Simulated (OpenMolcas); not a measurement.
A calculation on C I.

| Property | Result |
| --- | --- |
| Program | OpenMolcas |
| Method | SS-RASPT2, IPEA 0.25 Eh, imaginary shift 0.1 Eh (closed shells correlated: 1s) |
| Basis | ANO-RCC-VQZP [5s4p3d2f1g] |
| Scalar Hamiltonian | DKH2, point nucleus |
| Active space | 4 electrons in 9 orbitals (RAS2 2s 2p; RAS3 3d, at most 2 electrons) |
| State averaging | 2S+1 = 3 even, 3 roots; 2S+1 = 1 even, 6 roots; 2S+1 = 5 odd, 1 root; 2S+1 = 3 odd, 8 roots |
| Spin-orbit coupling | state interaction with AMFI integrals over the reference wave functions, term energies averaged over their components |

**Question.** Which level of the active space comes out lowest?

**Answer.** 2s2 2p2 3P0, with 100 % of that term; it is also the measured ground level.

**Question.** How high does 2s 2p3 3D* 3 lie?

**Answer.** 63560 cm-1 above the lowest level; measured 64087 cm-1 above the ground level, so the calculation is off by -1 %.

**Question.** How high does 2s 2p3 3D* 1 lie?

**Answer.** 63560 cm-1 above the lowest level; measured 64090 cm-1 above the ground level, so the calculation is off by -1 %.

**Question.** How high does 2s2 2p2 1D2 lie?

**Answer.** 10350 cm-1 above the lowest level; measured 10193 cm-1 above the ground level, so the calculation is off by +2 %.

Measured values: NIST Handbook of Basic Atomic Spectroscopic Data.

Term energies are means over components that CASPT2 splits; among the terms shown or strongly mixed into the levels shown the widest spread is 31 cm-1 (2s2 2p2 1D). Active for correlation alone: 3d; no level in the range computed is led by a configuration that fills it, so any true level of that kind is missing. Measured partners are found by configuration, term and J. A level has none where our copy of the source lacks it or the pairing is in doubt (some pairs that miss far off the trend of their configuration count as doubtful), and it then counts in no deviation. Levels of configurations outside the active space are missing.

* marks odd parity.
